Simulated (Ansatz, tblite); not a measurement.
Spin states of trans-NiH2(PH3)2 (NiP₂H₈), formally d⁸, each relaxed with PBE-D4/def2-SVP in Ansatz. Electronic energies in the gas phase.

The 6-31G sets use Cartesian d functions. The xTB rows come from tblite. LC-ωPBE has ω = 0.4 bohr⁻¹. B3LYP takes the VWN-RPA correlation. HSE06 is defined as in plane-wave codes, on full-range PBE exchange. Correlated methods freeze 15 core orbitals; core or outer-core shells of Ni are correlated, in sets that lack core-valence functions. The name describes the singlet; other states may take another shape.

Singlet geometry:

```xyz
11

Ni    0.014    0.063   -0.157
H     0.127    0.626   -1.553
P    -1.005   -1.655   -0.777
H    -2.284   -1.929   -0.186
H    -0.413   -2.928   -0.475
H    -1.380   -1.966   -2.128
H    -0.099   -0.507    1.254
P     1.008    1.674    0.730
H     2.180    1.396    1.511
H     0.311    2.412    1.744
H     1.542    2.815    0.037
```

Triplet geometry:

```csv
atom,x (Å),y (Å),z (Å)
Ni1,-0.0135,-0.0203,-0.0133
H2,-1.5578,0.0206,0.1636
P3,-0.0568,1.0874,-1.8787
H4,1.1114,1.5906,-2.5597
H5,-0.7028,2.3583,-1.7377
H6,-0.7629,0.6976,-3.0761
H7,0.7381,1.1213,0.7285
P8,0.2730,-1.4145,1.6248
H9,-0.2654,-0.9192,2.8566
H10,1.5553,-1.7942,2.1669
H11,-0.3185,-2.7275,1.7251
```

Run but left out: HF/6-31G, BHLYP-D4/def2-TZVP, B2PLYP/def2-TZVP, PBE-QIDH/def2-TZVP (singlet: restricted singlet, unstable in another Hartree–Fock run and untested here); HF/def2-TZVP (singlet: restricted singlet, unstable towards broken spin symmetry).

Only these spin states were relaxed.

| level | triplet − singlet (kJ/mol) | lowest of these |
| --- | --- | --- |
| GFN1-xTB | 157.0 | singlet |
| revPBE-D4/def2-TZVP | 130.8 | singlet |
| BLYP-D4/def2-TZVP | 129.7 | singlet |
| r2SCAN-D4/def2-TZVP | 121.4 | singlet |
| B97M-V/def2-TZVP | 113.1 | singlet |
| r2SCANh-D4/def2-TZVP | 114.1 | singlet |
| PBE0-D4/def2-TZVP | 117.6 | singlet |
| r2SCAN0-D4/def2-TZVP | 97.5 | singlet |
| HSE06-D4/def2-TZVP | 117.2 | singlet |
| ωB97M-V/def2-TZVP | 124.8 | singlet |

**Question.** Estimate the rows for GFN2-xTB, LDA (SPW92)/def2-TZVP, PBE-D4/def2-TZVP, B3LYP-D4/6-31G, B3LYP-D4/def2-TZVP, CAM-B3LYP-D4/def2-TZVP, LC-ωPBE/def2-TZVP, ωB97X-V/def2-TZVP, RPA@PBE/def2-TZVP.

**Answer.** 
| level | triplet − singlet (kJ/mol) | lowest of these |
| --- | --- | --- |
| GFN2-xTB | 163.6 | singlet |
| LDA (SPW92)/def2-TZVP | 155.5 | singlet |
| PBE-D4/def2-TZVP | 134.1 | singlet |
| B3LYP-D4/6-31G | 58.8 | singlet |
| B3LYP-D4/def2-TZVP | 120.9 | singlet |
| CAM-B3LYP-D4/def2-TZVP | 122.4 | singlet |
| LC-ωPBE/def2-TZVP | 133.8 | singlet |
| ωB97X-V/def2-TZVP | 128.8 | singlet |
| RPA@PBE/def2-TZVP | 119.3 | singlet |

The xTB methods have no spin-polarisation term.

**Question.** How do the metal–ligand distances follow the spin state?

**Answer.** 
| state | donor atoms | mean metal–ligand distance (Å) | range (Å) |
| --- | --- | --- | --- |
| singlet | 4 | 1.804 | 1.51–2.09 |
| triplet | 4 | 1.863 | 1.55–2.17 |

⟨S²⟩ at PBE0-D4/def2-TZVP: singlet 0.00 (pure 0.00), triplet 2.01 (pure 2.00).
